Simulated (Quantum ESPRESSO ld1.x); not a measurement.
ld1.x (Quantum ESPRESSO 7.5) input

```
 &input
    zed=76.0,
    iswitch=1,
    rel=1,
    dft='RXC-VWN',
    config='[Kr] 5s0 4d0',
    verbosity='high',
    prefix='ld1',
    max_out_wfc=37,
    file_charge='ld1.rho',
 /
```

Standard output:

```
     Program LD1 v.7.5 starts

     --------------------------- All-electron run ----------------------------

     scalar relativistic calculation

     atomic number is 76.00
     dft =RXC-VWN   lsd =0 sic =0 latt =0  beta=0.20 tr2=1.0E-14
     Exchange-correlation= RXC-VWN
                           (   3   2   0   0   0   0   0)
     mesh =2117 r(mesh) =  99.21276 a.u. xmin = -8.00 dx = 0.00800
     1 Ry =  13.60569312 eV, c = 137.03599908

     n l     nl                  e(Ry)          e(Ha)          e(eV)
     1 0     1S 1( 2.00)   -5527.034550365   -2763.517275183 -75199.1359725
     2 0     2S 1( 2.00)   -1074.806745598    -537.403372799 -14623.4907471
     2 1     2P 1( 6.00)    -954.690039196    -477.345019598 -12989.2197009
     3 0     3S 1( 2.00)    -348.713247318    -174.356623659  -4744.4854309
     3 1     3P 1( 6.00)    -313.259590187    -156.629795094  -4262.1138519
     4 0     4S 1( 2.00)    -160.282313269     -80.141156634  -2180.7519674
     4 1     4P 1( 6.00)    -147.084991472     -73.542495736  -2001.1932570
     3 2     3D 1(10.00)    -274.610748570    -137.305374285  -3736.2695733
     5 0     5S 1( 0.00)     -91.626240385     -45.813120192  -1246.6385087
     4 2     4D 1( 0.00)    -131.932368062     -65.966184031  -1795.0313128

     final scf error:  9.4E-15 reached in  23 iterations

     Etot =  -32425.280194 Ry,  -16212.640097 Ha, -441168.411748 eV

     Ekin =   36030.442522 Ry,   18015.221261 Ha,  490219.144038 eV
     Encl =  -75093.124126 Ry,  -37546.562063 Ha,-1021694.002509 eV
     Eh   =    7083.233688 Ry,    3541.616844 Ha,   96372.303880 eV
     Exc  =    -445.832278 Ry,    -222.916139 Ha,   -6065.857157 eV

     normalization and overlap integrals

     s(1S/1S) =  1.000000  <r> =   0.0178  <r2> =    0.0004  r(max) =   0.0111
     s(1S/2S) = -0.033879
     s(1S/3S) = -0.015034
     s(1S/4S) = -0.008328
     s(1S/5S) = -0.005433
     s(2S/2S) =  1.000000  <r> =   0.0751  <r2> =    0.0067  r(max) =   0.0636
     s(2S/3S) = -0.009631
     s(2S/4S) = -0.005067
     s(2S/5S) = -0.003252
     s(2P/2P) =  1.000000  <r> =   0.0674  <r2> =    0.0056  r(max) =   0.0525
     s(2P/3P) = -0.007604
     s(2P/4P) = -0.003895
     s(3S/3S) =  1.000000  <r> =   0.1923  <r2> =    0.0422  r(max) =   0.1786
     s(3S/4S) = -0.003712
     s(3S/5S) = -0.002252
     s(3P/3P) =  1.000000  <r> =   0.1920  <r2> =    0.0427  r(max) =   0.1772
     s(3P/4P) = -0.003230
     s(4S/4S) =  1.000000  <r> =   0.3889  <r2> =    0.1700  r(max) =   0.3818
     s(4S/5S) = -0.001786
     s(4P/4P) =  1.000000  <r> =   0.4003  <r2> =    0.1812  r(max) =   0.3943
     s(3D/3D) =  1.000000  <r> =   0.1730  <r2> =    0.0349  r(max) =   0.1427
     s(3D/4D) = -0.002469
     s(5S/5S) =  1.000000  <r> =   0.6641  <r2> =    0.4929  r(max) =   0.6847
     s(4D/4D) =  1.000000  <r> =   0.3975  <r2> =    0.1806  r(max) =   0.3849

     ------------------------ End of All-electron run ------------------------
```

Run on one thread of a shared host, so times are rough (Intel(R) Xeon(R) Processor @ 2.60GHz): 0.42 s of CPU time, 1.7 s wall, 23 iterations on 2117 mesh points.
